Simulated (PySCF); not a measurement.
# Indirect couplings

Molfile (atoms numbered from 1):
```
C3H9B
     RDKit          3D

 13 12  0  0  0  0  0  0  0  0999 V2000
   -0.2951    1.5534    0.0995 C   0  0  0  0  0  0  0  0  0  0  0  0
   -0.0066    0.0063    0.0797 B   0  0  0  0  0  0  0  0  0  0  0  0
    1.4708   -0.5221    0.2197 C   0  0  0  0  0  0  0  0  0  0  0  0
   -1.1871   -1.0222   -0.0751 C   0  0  0  0  0  0  0  0  0  0  0  0
    0.3895    2.1042   -0.5673 H   0  0  0  0  0  0  0  0  0  0  0  0
   -0.0556    1.9176    1.1174 H   0  0  0  0  0  0  0  0  0  0  0  0
   -1.3324    1.8446   -0.1220 H   0  0  0  0  0  0  0  0  0  0  0  0
    2.2567    0.2432    0.1386 H   0  0  0  0  0  0  0  0  0  0  0  0
    1.6792   -1.3315   -0.5007 H   0  0  0  0  0  0  0  0  0  0  0  0
    1.5630   -0.9972    1.2149 H   0  0  0  0  0  0  0  0  0  0  0  0
   -1.4255   -1.0391   -1.1575 H   0  0  0  0  0  0  0  0  0  0  0  0
   -0.9505   -2.0567    0.2156 H   0  0  0  0  0  0  0  0  0  0  0  0
   -2.1153   -0.6995    0.4231 H   0  0  0  0  0  0  0  0  0  0  0  0
  1  2  1  0
  2  3  1  0
  2  4  1  0
  1  5  1  0
  1  6  1  0
  1  7  1  0
  3  8  1  0
  3  9  1  0
  3 10  1  0
  4 11  1  0
  4 12  1  0
  4 13  1  0
M  END
```

Indirect spin–spin couplings were computed at B3LYP/pcJ-1 (spin–dipole term only in couplings to heteroatoms) (PySCF) on a PBE0-D3(BJ)/def2-SVP structure, for the isolated molecule, without vibrational or relativistic corrections. Couplings are averaged over pairs made equivalent by symmetry, fast rotation or ring inversion, so a value needn't be that of the named pair in this geometry, while other rotamers aren't included; one pair stands for each set, and the list holds those of at least 1.5 Hz over up to four bonds.

Isotopes: ¹³C, ¹H, ¹¹B.

```tsv
pair	bonds	J (Hz)
C1, B2	1	50.4
C1, H5	1	123.1
C1, C3	2	6.1
B2, H5	2	?
H5, H6	2	?
C1, H8	3	3.2
```

Question: Estimate the withheld couplings, with signs.

Answer: 
- ²J(B2,H5) = -4.6 Hz
- ²J(H5,H6) = -15.3 Hz (mean over equivalent pairs that range from -20.7 to -9.1 Hz in this conformer)
